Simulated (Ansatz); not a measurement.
Start from `BC(F)[SiH2][SiH3]` and change one atom or group to get `BC(F)CCl`.

Ansatz, PBE0-D4/def2-TZVP geometries, multiplicity 1. Each molecule was computed in one conformer, which needn't be the lowest.

| property | `BC(F)[SiH2][SiH3]` |
| --- | --- |
| LUMO energy (PBE/def2-TZVPP) / eV | -2.33 |
| HOMO energy (ωB97M-V/def2-TZVPP) / eV | -10.24 |
| LUMO energy (ωB97M-V/def2-TZVPP) / eV | 0.52 |
| size of the dipole moment (PBE/def2-TZVPP) / D | 1.67 |
| LUMO energy (PBE0/def2-TZVPP) / eV | -1.38 |
| size of the dipole moment (ωB97M-V/def2-TZVPP) / D | 1.77 |

Question: What does the change do to each property? (An estimate is asked.)

Answer: Ansatz gave: 
| property | `BC(F)CCl` | shift |
| --- | --- | --- |
| LUMO energy (PBE/def2-TZVPP) / eV | -3.16 | -0.83 |
| HOMO energy (ωB97M-V/def2-TZVPP) / eV | -10.84 | -0.60 |
| LUMO energy (ωB97M-V/def2-TZVPP) / eV | -0.20 | -0.72 |
| size of the dipole moment (PBE/def2-TZVPP) / D | 2.35 | 0.68 |
| LUMO energy (PBE0/def2-TZVPP) / eV | -2.14 | -0.76 |
| size of the dipole moment (ωB97M-V/def2-TZVPP) / D | 2.54 | 0.77 |

With PBE0 the HOMO falls by 0.43 eV and the LUMO falls by 0.76 eV, so the gap narrows by about 0.33 eV. PBE moves the HOMO by -0.30 eV and ωB97M-V by -0.60 eV. Dipoles are sizes alone; their direction can turn.
